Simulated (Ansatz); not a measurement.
I3Sb (SMILES [I][Sb]([I])[I]) moved off its minimum; all values from Ansatz (a first-principles code), cores frozen in correlated methods. Elements past Kr take the def2 small-core potentials, without spin–orbit coupling.
(charge 0, multiplicity 1)
```xyz
4

Sb    -0.02593    -0.02288     0.97644
I     -1.89768    -1.57857    -0.33504
I     -0.39597     2.42844    -0.31600
I      2.28894    -0.86883    -0.29236
```

**Question.** Give the forces (eV/Å), the total energy and the dipole at CCSD(T)/def2-TZVPPD.

**Answer.** 
```tsv
atom	Fx	Fy	Fz
Sb1	0.036	0.172	-0.325
I2	0.164	0.147	0.065
I3	0.045	-0.401	0.164
I4	-0.244	0.082	0.095
```
Energy -1129.9702 hartree, dipole 1.53 D.
